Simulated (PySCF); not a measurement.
B(OH)2(NH2) (BH4NO2), SMILES NB(O)O. Coordinates come from a B3LYP-D3(BJ)/def2-SVP optimisation. The values are those of a single conformer.

Computed equilibrium geometry at B3LYP-D3(BJ)/def2-SVP (PySCF confirms it by a frequency run) as a Z-matrix, and its point group (one conformer of several):
point group C2v.
```
B
O 1 1.3811
H 2 0.9619 1 114.81
O 1 1.3811 2 123.89 3 0.00
H 4 0.9619 1 114.81 2 0.00
N 1 1.4105 2 118.06 3 180.00
H 6 1.0101 1 122.35 2 180.00
H 6 1.0101 7 115.29 1 180.00
```
